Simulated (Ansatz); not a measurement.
Species: H4GeO4, SMILES `[OH][Ge]([OH])([OH])[OH]` (charge 0, multiplicity 1).

Give a relaxed geometry from PBE0-D3(BJ)/def2-SVP in Ansatz (a program for electronic structure).

This is not unique; one that fits is the end point of this relaxation, one of several conformers (outside a Z-matrix the atoms follow the SMILES, hydrogens last).
Z-matrix (Å, degrees):
```
Ge
O 1 1.7558
H 2 0.9640 1 111.67
O 1 1.7559 2 106.17 3 30.44
H 4 0.9640 1 111.67 2 -154.78
O 1 1.7559 2 116.26 3 -87.39
H 6 0.9641 1 111.66 2 -87.44
O 1 1.7559 2 106.18 3 154.77
H 8 0.9640 1 111.68 2 -30.48
```
